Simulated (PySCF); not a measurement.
Coordinates in bohr (charge -1 multiplicity 3):
```
Co    0.0000    0.0000    0.0000
O     3.0448    0.0001    0.0000
O    -1.5224    2.6368    0.0000
O    -1.5223   -2.6369    0.0000
```

All numbers come from UB3LYP in PySCF with Co def2-SVPD, O def2-SVPD; no relativity; density-fitted integrals.

This geometry of [CoO3]- is a stationary point at this level.

What is the point group?

D3h.

Is it a minimum?

Yes: all harmonic wavenumbers are real.

What are the dipole moment and the gap between the highest occupied and lowest empty levels of either spin?

0.00 D about the centre of mass and 4.07 eV.

Give the ideal-gas entropy at 298.15 K and 1 bar by parts.

translation 167.1, rotation 88.0, vibration 20.4, spin 9.1; total 284.7 J/(mol K).

Only a few start shapes were tried, so a lower isomer may exist. Other spin states or occupations of the open shell can lie lower. The lowest empty level of this anion is unbound, so it and the gap depend on the basis.
